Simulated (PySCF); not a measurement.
## Bonding in `CC#CC1=C[SiH2][C@H]1C`

Species: C7H10Si.
Numbering: `[CH3:1][C:2]#[C:3][C:4]1=[CH:5][SiH2:6][C@H:7]1[CH3:8]` (hydrogens: H9, H10, H11 on C1; H12 on C5; H13, H14 on Si6; H15 on C7; H16, H17, H18 on C8)

Cartesian coordinates in Å at the GFN2-xTB level; atoms count from 1:
```xyz
18
C7H10Si angstrom
C      3.5803   -0.9114   -0.1691
C      2.2574   -0.3319   -0.1765
C      1.1603    0.1677   -0.1878
C     -0.1312    0.7064   -0.1904
C     -0.5594    1.9472   -0.5024
Si    -2.3713    1.5668   -0.1810
C     -1.3886   -0.0644    0.1713
C     -1.6353   -1.2687   -0.7246
H      4.3157   -0.1668    0.1370
H      3.8351   -1.2648   -1.1688
H      3.6185   -1.7543    0.5215
H      0.0539    2.7805   -0.8073
H     -3.2752    1.5143   -1.3290
H     -3.0144    2.1942    0.9730
H     -1.3655   -0.3951    1.2134
H     -2.5868   -1.7388   -0.4827
H     -1.6579   -0.9654   -1.7702
H     -0.8443   -2.0093   -0.6028
```

Bond orders from the PBE0/pcSseg-1 density (PySCF). Geometry: GFN2-xTB; no solvent, vibrations or thermal averaging. GFN2-xTB frequencies show an imaginary mode (24i cm⁻¹), so this geometry is no minimum at that level.

Problem. How far do the computed orders between heavy atoms stray from the drawn ones?

Solution. The largest departure is 0.780, at C2–C3 (drawn triple, 2.220). Drawn single, order above 1.12: C1–C2 (1.260). Drawn double or triple, more than 0.30 short of the drawn order: C2–C3 (2.220).

Problem. Set the Mayer orders of the bonds beside their lengths.

Solution. 
| bond | drawn as | length (Å) | Mayer order |
| --- | --- | --- | --- |
| C1–C2 | single | 1.444 | 1.260 |
| C2–C3 | triple | 1.206 | 2.220 |
| C3–C4 | single | 1.399 | 1.024 |
| C4–C5 | double | 1.349 | 1.726 |
| C5–Si6 | single | 1.879 | 0.951 |
| Si6–C7 | single | 1.937 | 0.889 |
| C7–C8 | single | 1.521 | 1.032 |
| C7–C4 | single | 1.519 | 0.961 |
| C1–H9 | single | 1.090 | 0.927 |
| C1–H10 | single | 1.091 | 0.924 |
| C1–H11 | single | 1.090 | 0.926 |
| C5–H12 | single | 1.079 | 0.992 |
| Si6–H13 | single | 1.462 | 0.926 |
| Si6–H14 | single | 1.463 | 0.926 |
| C7–H15 | single | 1.094 | 0.934 |
| C8–H16 | single | 1.089 | 0.966 |
| C8–H17 | single | 1.089 | 0.962 |
| C8–H18 | single | 1.090 | 0.961 |

Bonds between the same two heavy elements. C–C: lowest C7–C4 (0.961, 1.519 Å), highest C2–C3 (2.220, 1.206 Å); in 1 of the 15 pairs the longer bond (by over 0.003 Å) has the higher order (by 0.02 or more). C–Si: lowest Si6–C7 (0.889, 1.937 Å), highest C5–Si6 (0.951, 1.879 Å).

Problem. Sum the orders of all bonds at each heavy atom with more than one neighbour and set the sums beside the valence in the SMILES.

Solution. C1 4.037 (drawn 4), C2 3.480 (drawn 4), C3 3.244 (drawn 4), C4 3.711 (drawn 4), C5 3.669 (drawn 4), Si6 3.692 (drawn 4), C7 3.816 (drawn 4), C8 3.921 (drawn 4). Orders between atoms that aren't bonded are not in these sums.

The Mayer order sums products of elements of PS (density times overlap matrix) between the two atoms' basis functions, so it depends on the basis set.
